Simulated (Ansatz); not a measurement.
Reaction (cleavage of the Si–Al bond): `[AlH2][SiH3]` + `C=C[SiH2]O` → `C=C[SiH2]O[SiH3]` + `[AlH3]`

Gas-phase electronic energies from Ansatz, PBE0-D4/def2-TZVP geometries. CCSD(T)/CBS adds triple-zeta CCSD(T) − MP2 to the extrapolated MP2 energy (def2 sets, frozen cores). This one scheme is used for every species. Functionals use def2-TZVPP. Each species was taken in one conformer, which may not be the lowest.

| level | ΔE (kJ/mol) |
| --- | --- |
| ωB97M-V | -103.2 |
| BLYP | -88.8 |

(1) What does CCSD(T)/CBS give? (Estimate.)

Largest T1 diagnostic among the species: 0.012.

Answers

(1) The calculation gave: -99.7 kJ/mol. The listed levels differ from it by -3.5, 10.9 kJ/mol.

The D4 term adds −6.5 kJ/mol with B3LYP and −3.9 kJ/mol with PBE0; it sums over pairs of atoms, weighted by their polarisabilities, and B3LYP, whose exchange is more repulsive, gets the larger term. Leaving LDA and LC-ωPBE aside and taking each functional with its dispersion term where it has one, the values, not all of them listed here, spread over 41.8 kJ/mol, from BHLYP-D4 to PBE-D4. LDA lies −4.5 kJ/mol from PBE without D4.

B3LYP here is the variant with VWN-RPA as its local correlation; programs differ in this.
